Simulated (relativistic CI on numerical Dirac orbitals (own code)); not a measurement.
Calculated at this level of theory: Dirac-Coulomb-Breit CI, orbitals from a KLI potential per configuration, model QED (radiative potential, 1s self-energy scaled to tabulated hydrogen-like ionisation energies), unscaled Slater integrals (own radial code, finite nucleus).

The strongest absorption lines from the ground level of an ion, among the configurations computed and to levels below about 3700 eV (vacuum wavelength in Å, gf): 4.2972 (0.46), 4.8474 (1.2), 4.8994 (0.086), 5.2850 (6.1), 5.4652 (2.1), 5.7439 (0.37), 6.5205 (0.27), 6.6690 (0.16).

**Question.** Which ion is it?
A. Hg LIII
B. Os LI
C. Os XLIX
D. Er XLI

**Answer.** C. Os XLIX has 28 electrons and the ground level 3s2.3p6.3d10 1S_0; the strongest line goes to 3s2.3p6.3d9.4f 1P°_1. The pattern of lines fixes the number of electrons, and along that sequence the line energies rise steadily with the charge (about as its square where n changes within one kind of shell, about linearly where n is kept but much faster in heavy ions where fine structure, which grows about as Z⁴, sets the gap, and irregularly where shells cross), which fixes Z. Configurations outside the model, such as inner-shell arrays, can give stronger lines. At this charge energies of transitions that change n are usually good to better than 1 %, and those within a shell (Δn = 0) to a few per cent.

LS names give the leading component of a level, which can be under half, so a name can repeat, a term be missing and a line seem to break the LS rules.
